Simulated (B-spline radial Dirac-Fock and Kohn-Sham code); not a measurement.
**Compton profile of W¹⁴⁺**

System: the W¹⁴⁺ ion, configuration 1s2 2s2 2p6 3s2 3p6 3d10 4s2 4p6 4d10 4f12 5s2.

Method: the impulse approximation on relativistic Hartree-Fock (Dirac-Fock) wave functions, averaged over the configuration. Computed with a radial atomic solver. pz is in atomic units of momentum; subshell profiles are per electron, for a selection of subshells; open shells are spread over both j values by their weights.

```tsv
pz	J total	J 4s1/2	J 4d5/2	J 4f5/2	J 5s1/2
0	4.367	0.165	0.0857	0.0724	0.338
0.14	4.358	0.164	0.0857	0.0724	0.334
0.19	4.350	0.164	0.0857	0.0724	0.331
0.27	4.334	0.163	0.0857	0.0724	0.323
0.38	4.303	0.161	0.0857	0.0724	0.310
0.53	4.247	0.158	0.0857	0.0724	0.285
0.73	4.154	0.153	0.0857	0.0724	0.245
1	4.010	0.143	0.0857	0.0724	0.186
1.4	3.802	0.125	0.0856	0.0724	0.109
2	3.557	0.0939	0.0847	0.0721	0.0475
2.8	3.280	0.0565	0.0804	0.0704	0.0355
3.9	2.757	0.0259	0.0663	0.0631	0.0267
5.4	1.962	0.0160	0.0393	0.0462	0.00731
7.5	1.215	0.0145	0.0128	0.0244	0.00384
11	0.6611	0.00453	0.00288	0.00705	0.00159
15	0.3808	0.00152	0.00260	0.00165	0.000368
20	0.2100	0.00131	0.00154	0.000294	0.000314
28	0.09448	0.000371	0.000398	2.56e-05	9.30e-05
40	0.03640	5.14e-05	4.91e-05	1.25e-06	1.20e-05
55	0.01472	4.40e-05	5.00e-06	< 1e-6	1.01e-05
```

J(0) = 4.367. The 5s1/2 subshell gives the largest part, 15 %.

Mean momentum ⟨p⟩ by subshell (a.u.): 1s1/2 77.0, 2s1/2 27.5, 2p1/2 36.3, 2p3/2 32.1, 3s1/2 13.9, 3p1/2 16.6, 3p3/2 15.3, 3d3/2 18.4, 3d5/2 18.0, 4s1/2 7.14, 4p1/2 8.00, 4p3/2 7.48, 4d3/2 8.27, 4d5/2 8.09, 4f5/2 8.33, 4f7/2 8.24, 5s1/2 3.50.
